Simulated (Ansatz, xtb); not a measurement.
CH3OTe−: 3 structures ranked

3 gas-phase structures of CH3OTe−, found in a search over its isomers (lower ones may exist). Each was relaxed with GFN2-xTB:

A. `C[Te][O-]`, a singlet
B. `CO[Te-]`, a singlet
C. `OC[Te-]`, a singlet

Question: Estimate their order in r2SCAN-D4/def2-SVPD energy at these geometries, lowest first.

Answer: Calculated order at r2SCAN-D4/def2-SVPD: C (0.0), B (55.3), A (135.3) kJ/mol.

Energies above the lowest of each column, in kJ/mol; the last columns are at PBE0-D3(BJ)/def2-SVPD geometries and were run for some of them only (a dash: not run or not comparable):

| structure | GFN2-xTB | HF/STO-3G | r2SCAN-D4/def2-SVPD | PBE0-D3(BJ)/def2-SVPD | CCSD(T)/def2-SVPD + ΔMP2/def2-TZVPPD |
| --- | --- | --- | --- | --- | --- |
| C | 64.5 | 0.0 | 0.0 | 0.0 | 0.0 |
| B | 4.3 | 69.2 | 55.3 | 47.6 | 45.2 |
| A | 0.0 | 345.9 | 135.3 | – | – |

CCSD(T)/def2-SVPD + ΔMP2/def2-TZVPPD puts C lowest of those it was run on; GFN2-xTB picks A. Some further structures that were screened fall inside this span and aren't listed. Flexible structures stand in one conformer each, not always the lowest. Frequencies (PBE0-D3(BJ)/def2-SVPD) were run for B, C alone. Atoms past krypton carry core potentials in the def2 sets, without spin–orbit terms. ΔMP2 is the change of the MP2 energy from the smaller to the larger basis.

Programs: Ansatz 0.2.0, xtb 6.7.1.
